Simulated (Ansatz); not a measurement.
Geometry optimisation, RKS PBE/def2-SVP (Ansatz 0.2.0).

input.yaml

```yaml
crystal:
  periodic: [false, false, false]
  atoms:
    - { symbol: W, position_ang: [0.0, 0.0, 0.0] }
    - { symbol: H, position_ang: [0.0, 0.0, 2.07] }
    - { symbol: F, position_ang: [1.85, 0.0, 0.0] }
    - { symbol: F, position_ang: [0.0, 1.85, 0.0] }
    - { symbol: F, position_ang: [-1.85, 0.0, 0.0] }
    - { symbol: F, position_ang: [0.0, -1.85, 0.0] }
    - { symbol: F, position_ang: [0.0, 0.0, -1.85] }
    - { symbol: Si, position_ang: [1.827, 1.9032, 0.8766] }
    - { symbol: H, position_ang: [2.883, 1.2483, 1.643] }
    - { symbol: H, position_ang: [2.4126, 2.5833, -0.275] }
    - { symbol: H, position_ang: [1.1461, 2.8789, 1.7227] }
    - { symbol: H, position_ang: [0.7044, 0.7338, 2.1036] }
basis:
  gaussian: { orbitals: def2-SVP }
hamiltonian:
  xc: pbe
relax:
  f_tol: 0.15
  max_steps: 25
  restrain:
    - { distance: [0, 7], at: 3.68, k: 30.0 }
    - { distance: [11, 1], at: 1.86, k: 30.0 }
    - { distance: [0, 1], at: 1.72, k: 30.0 }
    - { distance: [11, 7], at: 1.46, k: 30.0 }
```

Launched with:

```bash
$ ansatz run input.yaml --threads 4 --pin off --max-ram 5120MiB --backend cpu --events-out ev --progress --plain --runs-dir out
```

Question: Where does it end, and by what steps?

Answer: The forces met the threshold. The restraints hold the end off the free minimum; the threshold counts their pulls, which the force column leaves out. Restrained pairs: W1–Si8 (2.78 → 3.68 Å), H2–H12 (1.02 → 1.87 Å), W1–H2 (2.07 → 1.71 Å), Si8–H12 (2.03 → 1.48 Å). After 15 steps the energy has fallen by 3.316 eV (the restraints' own energy left out); H2 moved furthest, 1.22 Å.

| step | energy less start (eV) | largest force component (eV/Å) | accepted |
| --- | --- | --- | --- |
| 0 | 0.0000 | 4.388 | yes |
| 1 | -0.1857 | 3.724 | yes |
| 2 | -0.1033 | 5.447 | yes |
| 3 | -0.3620 | 5.051 | yes |
| 4 | -1.3923 | 2.840 | yes |
| 5 | -2.1494 | 0.753 | yes |
| 6 | -2.5569 | 0.438 | yes |
| 7 | -2.8052 | 0.853 | yes |
| 8 | -2.8852 | 1.247 | yes |
| 9 | -2.9756 | 1.021 | yes |
| 10 | -3.0633 | 0.918 | yes |
| 11 | -3.1350 | 0.774 | yes |
| 12 | -3.2009 | 0.728 | yes |
| 13 | -3.2712 | 0.637 | yes |
| 14 | -3.3079 | 0.477 | yes |
| 15 | -3.3162 | 0.595 | yes |

```xyz
12
Properties=species:S:1:pos:R:3
W -0.224 -0.097 -0.261
H -0.663 0.599 1.242
F 1.484 -0.154 -1.049
F -0.192 1.755 -0.550
F -1.807 -1.024 0.128
F 0.518 -1.443 0.800
F -1.021 -0.131 -1.959
Si 2.191 1.978 1.583
H 3.219 1.503 2.570
H 2.821 2.263 0.256
H 1.478 3.183 2.118
H 1.168 0.917 1.411
```

Run time: 14 s on 4 threads of AMD EPYC 9R45 96-Core Processor (Zen 5), on a shared host, peak memory 0.23 GiB.
